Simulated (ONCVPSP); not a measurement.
## phosphorus (P): one change to an ONCV potential, before and after

phosphorus, optimised norm-conserving Vanderbilt (ONCV), made with ONCVPSP 4.0.1 (Wu-Cohen, scalar-relativistic). Core [Ne], reference 3s2 3p3. Waves: 3s: rc 1.35 bohr, ncon 5, nbas 9, qcut 5 1/bohr, 2 projectors, debl 2.7 Ha; 3p: rc 1.65 bohr, ncon 3, nbas 7, qcut 4.4 1/bohr, 2 projectors, debl 2.6 Ha; d scattering state at 0.27 Ha: rc 1.75 bohr, ncon 4, nbas 9, qcut 5.8 1/bohr, 2 projectors, debl 1.2 Ha. Local part: polynomial inside 1.25 bohr (lpopt 5, dvloc0 6 Ha). Core correction: none.

All-electron outer shells of the reference configuration (Wu-Cohen, scalar-relativistic, ld1.x):

```
shell  level (eV)  outermost node (bohr)  outermost maximum (bohr)
   2s     -173.69                   0.14                      0.42
   2p     -124.48                      –                      0.36
   3s      -13.93                   0.65                      1.58
   3p       -5.48                   0.64                      1.83
```

Change: p: nbas 8.

Cutoffs: the cutoffs (Ha) at which the residual kinetic energy of the hardest occupied pseudo-wave falls to 1 and 0.1 mHa per electron; they do not see the model core or the augmentation charge, which bear on the density cutoff. Errors are all-electron minus pseudo energies relative to the spin-unpolarised reference configuration.

Question: Predict the effect on cutoff, ghosts and configuration errors.

Answer: The potential gets neither clearly harder nor softer (37 Ha and 115 Ha → 37 Ha and 115 Ha); both files keep a bound ghost (s); the errors of the 4 common tests hardly move.

```csv
quantity,base,changed
"cutoff, loose",37 Ha,37 Ha
"cutoff, tight",115 Ha,115 Ha
loose cutoff by channel,"s 37 Ha, p 4.4 Ha","s 37 Ha, p 4.4 Ha"
bound ghosts,s,s
GHOST(+) flags under 300 eV,none,none
"error for 3s2 3p2, meV [ΔE 9.71 eV]",+0.9,+1.1
"error for 3s2 3p1, meV [ΔE 28.85 eV]",+11,+12
"error for 3s2 3p0, meV [ΔE 58.60 eV]",+58,+58
"error for 3s1 3p4, meV [ΔE 8.52 eV]",+0.2,+0.1
s: phases at 1.37 bohr within 0.05 rad from the reference energy up to (Ha; the scan ends near 5),to the end of the scan,to the end of the scan
p: phases at 1.68 bohr within 0.05 rad from the reference energy up to (Ha; the scan ends near 5),to the end of the scan,to the end of the scan
d: phases at 1.77 bohr within 0.05 rad from the reference energy up to (Ha; the scan ends near 5),4.1,4.1
```

 A true bound ghost makes a file unfit for plane-wave use even where its test errors are small: the radial tests pick states by their node count and pass the ghost by.
